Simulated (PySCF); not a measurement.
**Telling isomers of C5H9F3O apart by NMR**

Method: GFN2-xTB geometry, NMR shieldings at PBE0/pcSseg-1/GIAO, in PySCF (in vacuum, one conformer, rapidly exchanging positions averaged, relativity neglected).

Shifts are taken against calculated references (same method and geometry level): ¹H (σ = 31.72 ppm), ¹³C (σ = 186.93 ppm) against TMS. Splittings of carbon signals by F and P are missing where no couplings were computed. Where no couplings were computed, multiplicities follow the n + 1 count of equivalent neighbours, and m marks all less simple cases (inequivalent or close neighbours, rings, F or P nearby). Shifts are as computed. Against solution values, carbons near 30 ppm lie about +3 ppm off and those near 130 ppm about +5 ppm. Of 1211 compounds with measured shifts, 218 miss one by over three times the rms of a fit or turn the order of signals round; such compounds aren't used in these exercises.

(1) Tabulate the signals of `CCOCCC(F)(F)F`, `CC(C)OCC(F)(F)F` and their relative energies.

(2) What is the quickest way to tell CCOCCC(F)(F)F from CC(C)OCC(F)(F)F?

Results:

(1) 
```json
{"SMILES": "CCOCCC(F)(F)F", "carbon types": "1×C 3×CH2 1×CH3", "δC": "134.9, 70.8, 66.7, 39.6, 15.7", "δH": "3.90 (q, 2H), 3.73 (t, 2H), 2.45 (m, 2H), 1.25 (t, 3H)", "E rel. (kcal/mol)": "0.0"}
{"SMILES": "CC(C)OCC(F)(F)F", "carbon types": "1×C 1×CH 1×CH2 2×CH3", "δC": "134.1, 79.8, 73.2, 25.3", "δH": "4.00 (m, 2H), 3.57 (sept, 1H), 1.26 (d, 6H)", "E rel. (kcal/mol)": "0.7"}
```

Energies are electronic energies at PBE0/pcSseg-1 on these geometries, without zero-point or thermal terms, each for the one conformer computed, which needn't be the lowest.

(2) Count the carbon signals: 5 against 4. The first has an sp3 CH2 at 39.6 ppm, the second an sp3 CH bonded to O at 79.8 ppm. Their most deshielded carbons lie at 134.9 and 134.1 ppm.
